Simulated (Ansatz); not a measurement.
One change: `OBCCO` becomes `OCCCO`.

Ansatz, PBE0-D4/def2-TZVP geometries, multiplicity 1. Each molecule was computed in one conformer, which needn't be the lowest.

```
                                          property  `OBCCO`
             HOMO–LUMO gap (B3LYP/def2-TZVPP) / eV     7.10
size of the dipole moment (ωB97M-V/def2-TZVPP) / D     2.23
             LUMO energy (ωB97M-V/def2-TZVPP) / eV     1.77
                 LUMO energy (PBE/def2-TZVPP) / eV    -1.12
           HOMO–LUMO gap (ωB97M-V/def2-TZVPP) / eV    11.93
    size of the dipole moment (PBE/def2-TZVPP) / D     2.15
```

(1) What does the change do to each property? (An estimate is asked.)

Answers

(1) Computed: 
| property | `OCCCO` | shift |
| --- | --- | --- |
| HOMO–LUMO gap (B3LYP/def2-TZVPP) / eV | 7.79 | 0.69 |
| size of the dipole moment (ωB97M-V/def2-TZVPP) / D | 2.30 | 0.07 |
| LUMO energy (ωB97M-V/def2-TZVPP) / eV | 2.24 | 0.47 |
| LUMO energy (PBE/def2-TZVPP) / eV | -0.01 | 1.11 |
| HOMO–LUMO gap (ωB97M-V/def2-TZVPP) / eV | 12.23 | 0.30 |
| size of the dipole moment (PBE/def2-TZVPP) / D | 2.22 | 0.07 |

With PBE0 the HOMO rises by 0.16 eV and the LUMO rises by 0.94 eV, so the gap widens by about 0.78 eV. PBE moves the HOMO by 0.13 eV and ωB97M-V by 0.17 eV. Dipoles are sizes alone; their direction can turn.

B3LYP here is the variant with VWN-RPA as its local correlation; programs differ in this.
